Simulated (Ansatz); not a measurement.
System: CH3AlF (charge 0, doublet). It need not be the lowest isomer of its formula. 
Geometry from a B3LYP-D3(BJ)/def2-TZVP (Ansatz, a program for electronic structure) optimisation:
```xyz
6

Al     0.5137    -0.1059     0.2760
C     -0.0666     1.3295    -0.9526
H     -0.9280     1.8408    -0.5137
H     -0.3838     0.8772    -1.8965
H      0.7177     2.0590    -1.1523
F     -0.6316    -1.2642     0.6323
```
Charge 0, spin multiplicity 2.

Basis-set convergence of Hartree-Fock and CCSD correlation energies (hartree) with Ansatz. Valence correlation only, unless marked. UHF or UKS for open shells. Spin-orbit coupling is left out. Non-relativistic.

```tsv
basis	functions	E(HF)	E(corr, CCSD)
cc-pV(D+d)Z	66	-381.02896	-0.40496
cc-pV(T+d)Z	141	[?]	[?]
```

Task: What belongs in the gaps?

Result: 
- cc-pV(T+d)Z, E(HF): -381.08865
- cc-pV(T+d)Z, E(corr, CCSD): -0.50911
